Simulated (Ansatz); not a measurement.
Consider the ligand exchange at a B–C bond: `COBCN` + H₂S → `COBS` + CH₃NH₂.

Calculated with Ansatz (gas phase, PBE0-D4/def2-TZVP geometries, no zero-point term in ΔE). CCSD(T)/CBS adds triple-zeta CCSD(T) − MP2 to the extrapolated MP2 energy (def2 sets, frozen cores). This one scheme is used for every species. Functionals use def2-TZVPP. Each species was taken in one conformer, which may not be the lowest.

```
             level  ΔE (eV)
               PBE    -0.82
            r2SCAN    -0.82
     HF/def2-QZVPP    -0.76
SCS-MP2/def2-QZVPP    -0.79
```

(1) What does CCSD(T)/CBS give? (An estimate is asked.)

Largest T1 diagnostic among the species: 0.013.

## Answers

(1) Computed: -0.76 eV. The listed levels differ from it by -0.06, -0.06, 0.00, -0.03 eV.
